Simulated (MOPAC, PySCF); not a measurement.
[W(Cl)6], neutral singlet in the gas phase. 

Cartesian coordinates (Å):
```xyz
7

W      0.0000     0.0000    -0.0001
Cl     1.5346     1.4785    -0.9238
Cl    -1.2094     0.0163    -1.9831
Cl     1.2091    -0.0163     1.9833
Cl     1.2561    -1.7913    -0.7798
Cl    -1.2560     1.7915     0.7797
Cl    -1.5344    -1.4785     0.9240
```
Charge 0, multiplicity 1.

All levels are single points at this geometry (BP86-D3(BJ)/def2-SVP); Pople sets use spherical d functions. Orbital energies aren't observables, and empty levels follow the basis.

TPSSh-D3(BJ)/def2-TZVP in PySCF gives dipole (D) = 0.00.

Q: Estimate the dipole (D) from each of these levels: B3LYP/LANL2DZ in PySCF; PBE/6-31G* (LANL2DZ on W) in PySCF; SVWN5/6-31G* (LANL2DZ on W) in PySCF; HF/6-31G* (LANL2DZ on W) in PySCF; PM6 in MOPAC.

A: 
| level | dipole (D) |
|---|---|
| B3LYP/LANL2DZ in PySCF | 0.00 |
| PBE/6-31G* (LANL2DZ on W) in PySCF | 0.00 |
| SVWN5/6-31G* (LANL2DZ on W) in PySCF | 0.00 |
| HF/6-31G* (LANL2DZ on W) in PySCF | 0.00 |
| PM6 in MOPAC | 0.00 |
